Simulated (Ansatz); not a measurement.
One geometry of (Cl)3Ti-S-SiH3 (TiSiH₃SCl₃), several levels of theory.

```yaml
crystal:
  periodic: [false, false, false]
  atoms:
    - {symbol: Ti, position_ang: [-0.100145, 1.532376, -0.501380]}
    - {symbol: Cl, position_ang: [1.987689, 1.562029, -1.146994]}
    - {symbol: Cl, position_ang: [-1.314340, 0.445089, -1.962007]}
    - {symbol: Cl, position_ang: [-0.842795, 3.543869, -0.151025]}
    - {symbol: S, position_ang: [-0.278225, 0.455946, 1.469307]}
    - {symbol: Si, position_ang: [0.073674, -1.552481, 0.684877]}
    - {symbol: H, position_ang: [0.708349, -2.324230, 1.805304]}
    - {symbol: H, position_ang: [-1.239387, -2.161751, 0.292328]}
    - {symbol: H, position_ang: [1.005189, -1.500848, -0.490400]}
basis:
  gaussian: {orbitals: def2-TZVP, initial_orbitals: start.molden}
hamiltonian: {xc: pbe, dispersion: d4}
scf: {omitted_lower_state_checks: [starts]}
output: {orbitals: {seedname: orbitals}}
```

The file start.molden holds the orbitals of an earlier run on this structure, at another level or in another basis.

```sh
$ ansatz run in.yaml --threads 4 --pin off --events-out ev --progress --plain --max-ram 4787MiB
```

Output, abridged:

```
Functional definition: PBE
1826 factors; their error is unknown
mean field evaluation 1: about -79424.4074 eV, gradient 1.8e1 eV
mean field evaluation 2: about -79424.6548 eV, gradient 3.7e-1 eV
mean field evaluation 4: about -79424.6389 eV, gradient 5.5e-2 eV
mean field -79424.63893963 eV, -2918.8016450775 hartree, gradient 2.0e-5 eV, S^2 0.000000; 0 other end points of the search recorded, 0 dependent functions left out
reference -79424.63899298 eV, -2918.8016470382 hartree; 53, 53 occupied and 195, 195 virtual orbitals, 1826 factors
Total energy: -79425.06261000 eV, -2918.8172146764 hartree
Checks for a lower state left out: starts
```

Run time 3.1 s (4 threads of Arm Neoverse V2 on a shared host).

First input, but with `hamiltonian: {xc: {name: wB97M-V}}` (abridged; 18 s):

```
Functional definition: wB97M-V
mean field -79449.28944157 eV, -2919.7075343152 hartree, gradient 2.7e-5 eV, S^2 0.000000
Total energy: -79449.28950417 eV, -2919.7075366155 hartree
Checks for a lower state left out: starts
```

The first input with `gaussian: {orbitals: def2-SVP, initial_orbitals: start.molden}` (abridged; 1.6 s):

```
Functional definition: PBE
mean field -79401.96650487 eV, -2917.9684484681 hartree, gradient 2.1e-5 eV, S^2 0.000000
Total energy: -79402.39021592 eV, -2917.9840195618 hartree
Checks for a lower state left out: starts
```

The first input with `hamiltonian: {xc: pbe}`, `correlation: {method: rpa}` and without the key `output` (abridged; 7.5 s):

```
Functional definition: PBE
mean field -79424.63891598 eV, -2918.8016442084 hartree, gradient 2.8e-6 eV, S^2 0.000000
30 core orbitals not correlated: weight in the atoms' cores, before any rotation towards them, 1.000 or more for the frozen orbitals, at most 0.000 for the correlated occupied ones
Total energy: -79384.68087676 eV, -2917.3332133516 hartree
Checks for a lower state left out: starts
```

First input, but with `gaussian: {orbitals: 6-31G}`, `hamiltonian: {xc: hf}` (abridged; 0.95 s):

```
Functional definition: HF
mean field -79322.77560468 eV, -2915.0582365636 hartree, gradient 2.4e-5 eV, S^2 0.000000
Total energy: -79322.77560468 eV, -2915.0582365636 hartree
Checks for a lower state left out: starts
```

As the first input, with `hamiltonian: {xc: r2scan, dispersion: d4}` (abridged; 8 s):

```
Functional definition: r2SCAN
mean field -79450.14774378 eV, -2919.7390763396 hartree, gradient 1.3e-5 eV, S^2 0.000000
Total energy: -79450.24863207 eV, -2919.7427839158 hartree
Checks for a lower state left out: starts
```

The first input with `gaussian: {orbitals: def2-SVP, initial_orbitals: start.molden}`, `correlation: {method: ccsd_t}` and without the key `hamiltonian` (abridged; 17 s):

```
Functional definition: HF
mean field -79309.87375977 eV, -2914.5841025085 hartree, gradient 1.8e-6 eV, S^2 0.000000
30 core orbitals not correlated: weight in the atoms' cores, before any rotation towards them, 1.000 or more for the frozen orbitals, at most 0.000 for the correlated occupied ones
second order -26.24901878 eV of doubles, -0.00000000 eV of singles
cycle   1  -25.62594575 eV  change    6.2e-1 eV  update   3.3e-1
cycle   2  -26.97632323 eV  change    -1.4e0 eV  update   3.0e-1
cycle   3  -27.24971283 eV  change   -2.7e-1 eV  update   5.8e-2
cycle   4  -27.26578480 eV  change   -1.6e-2 eV  update   1.9e-2
cycle   5  -27.25694714 eV  change    8.8e-3 eV  update   1.0e-2
cycle   6  -27.25255428 eV  change    4.4e-3 eV  update   4.8e-3
cycle   7  -27.25141185 eV  change    1.1e-3 eV  update   2.9e-3
cycle   8  -27.25147770 eV  change   -6.6e-5 eV  update   1.5e-3
cycle   9  -27.25236570 eV  change   -8.9e-4 eV  update   6.5e-4
cycle  10  -27.25302677 eV  change   -6.6e-4 eV  update   3.2e-4
cycle  11  -27.25285063 eV  change    1.8e-4 eV  update   2.0e-4
cycle  12  -27.25255925 eV  change    2.9e-4 eV  update   1.1e-4
cycle  13  -27.25270052 eV  change   -1.4e-4 eV  update   4.5e-5
cycle  14  -27.25258878 eV  change    1.1e-4 eV  update   3.0e-5
cycle  15  -27.25258316 eV  change    5.6e-6 eV  update   8.8e-6
perturbative correction -1.47599230 eV, -0.0542417167 hartree
Total energy: -79338.60233524 eV, -2915.6398581838 hartree
Checks for a lower state left out: starts
```

Geometry: PBE-D4/def2-SVP.

The 6-31G sets use Cartesian d functions. Correlated methods freeze 30 core orbitals; core or outer-core shells of Ti are correlated, in sets that lack core-valence functions.
